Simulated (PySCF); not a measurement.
Disilylmethane, CH8Si2, SMILES [SiH3]C[SiH3], singlet (PBE0/def2-SVP optimised geometry):

```
11

Si    -0.578    -1.693     1.637
C     -1.084     0.116     1.504
Si    -0.427     1.040     0.000
H     -1.151    -2.316     2.871
H     -1.068    -2.460     0.450
H      0.911    -1.816     1.694
H     -0.746     0.643     2.414
H     -2.186     0.173     1.496
H     -0.898     0.387    -1.260
H      1.068     1.040     0.000
H     -0.899     2.460     0.000
```

Level of theory: PySCF with PBE0/def2-TZVP.

Q: What are the frontier orbital energies and the dipole moment?

A: HOMO-2 -9.45 eV, HOMO-1 -9.13 eV, HOMO -8.80 eV, LUMO 0.23 eV, LUMO+1 0.80 eV; dipole moment 0.88 D.

On the same geometry PySCF 2.14.0 with PBE/def2-TZVP gives HOMO-2 -8.11 eV, HOMO-1 -7.83 eV, HOMO -7.55 eV, LUMO -0.57 eV, LUMO+1 -0.04 eV; dipole moment 0.89 D.

Meta-Löwdin charges at PBE0/def2-TZVP: Si1 0.48, C2 -0.68, Si3 0.48, H4 -0.09, H5 -0.09, H6 -0.09, H7 0.14, H8 0.14, H9 -0.09, H10 -0.09, H11 -0.09.
